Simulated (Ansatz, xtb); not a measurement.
Relative energy of two isomers of CH4GeOS

Structure I: `C[S][Ge][OH]`, a singlet. Structure II: `C[O][Ge][SH]`, a singlet. Both are isolated molecules in the gas phase, relaxed with PBE0-D4/def2-SVP; the shapes shown needn't be the lowest conformers.

I (Å):

```xyz
8

C    -0.7481    0.7274    0.0498
Ge    2.0954   -0.7765    0.5638
O     1.0321   -1.7300   -0.5093
S     0.7888    1.0291    0.9707
H    -1.2577   -0.1839    0.3979
H    -0.5669    0.6683   -1.0341
H    -1.4158    1.5797    0.2352
H     0.1642   -1.3712   -0.7297
```

II (Å):

```tsv
atom	x (Å)	y (Å)	z (Å)
C	1.3374	-0.6585	-2.1021
Ge	2.0682	-2.7072	-0.2243
O	1.9650	-1.8709	-1.7903
S	0.8937	-1.1985	0.9997
H	1.7610	0.1845	-1.5266
H	0.2521	-0.6916	-1.8959
H	1.4779	-0.4486	-3.1744
H	1.0381	-1.9228	2.1312
```

**Question.** Which of the two would you expect CCSD(T)/def2-SVP + ΔMP2/def2-TZVPP electronic energies to favour?

**Answer.** Structure I; the calculation gives E(II) − E(I) = +6.7 kcal/mol.

Level by level:

```json
{"level": "GFN2-xTB", "geometry": "GFN2-xTB", "E(II) − E(I) (kcal/mol)": "−1.3", "departure from the last row (kcal/mol)": "−8.1", "job, with rough time for the two": "optimisation, 0.21 s"}
{"level": "HF/STO-3G", "geometry": "GFN2-xTB", "E(II) − E(I) (kcal/mol)": "−4.1", "departure from the last row (kcal/mol)": "−10.9", "job, with rough time for the two": "single point, 0.28 s"}
{"level": "r2SCAN-D4/def2-SVP", "geometry": "GFN2-xTB", "E(II) − E(I) (kcal/mol)": "+4.2", "departure from the last row (kcal/mol)": "−2.5", "job, with rough time for the two": "single point, 3.5 s"}
{"level": "PBE0-D4/def2-SVP", "geometry": "PBE0-D4/def2-SVP", "E(II) − E(I) (kcal/mol)": "+4.2", "departure from the last row (kcal/mol)": "−2.5", "job, with rough time for the two": "optimisation, 88 s"}
{"level": "HF/def2-SVP", "geometry": "PBE0-D4/def2-SVP", "E(II) − E(I) (kcal/mol)": "+1.1", "departure from the last row (kcal/mol)": "−5.6", "job, with rough time for the two": "part of the CCSD(T) run"}
{"level": "MP2/def2-SVP", "geometry": "PBE0-D4/def2-SVP", "E(II) − E(I) (kcal/mol)": "+4.7", "departure from the last row (kcal/mol)": "−2.0", "job, with rough time for the two": "part of the CCSD(T) run"}
{"level": "CCSD(T)/def2-SVP", "geometry": "PBE0-D4/def2-SVP", "E(II) − E(I) (kcal/mol)": "+3.2", "departure from the last row (kcal/mol)": "−3.5", "job, with rough time for the two": "single point"}
{"level": "CCSD(T)/def2-SVP + ΔMP2/def2-TZVPP", "geometry": "PBE0-D4/def2-SVP", "E(II) − E(I) (kcal/mol)": "+6.7", "departure from the last row (kcal/mol)": "", "job, with rough time for the two": "single point, 23 s"}
```

As drawn, II has 1 C–O, 1 S–H in place of 1 C–S, 1 O–H.

GFN2-xTB, HF/STO-3G put the two in the other order. The largest departure from CCSD(T)/def2-SVP + ΔMP2/def2-TZVPP is that of HF/STO-3G, 10.9 kcal/mol. The last row adds to CCSD(T) the change of the MP2 difference between the two basis sets, here +3.5 kcal/mol, a large step that makes the value less sure.

With harmonic frequencies from PBE0-D4/def2-SVP (ideal gas, rigid rotor, one conformer each, 298.15 K, 1 atm): on the last row, ΔE + ΔZPE = +6.0, ΔH = +6.0, ΔG = +5.9 kcal/mol.

The correlated steps freeze 16 core orbitals; the filled d shell of Ge is correlated, in a basis made for valence electrons. Run with Ansatz 0.2.0, xtb 6.7.1; the last row on 2 threads of Arm Neoverse V2 on a shared host.
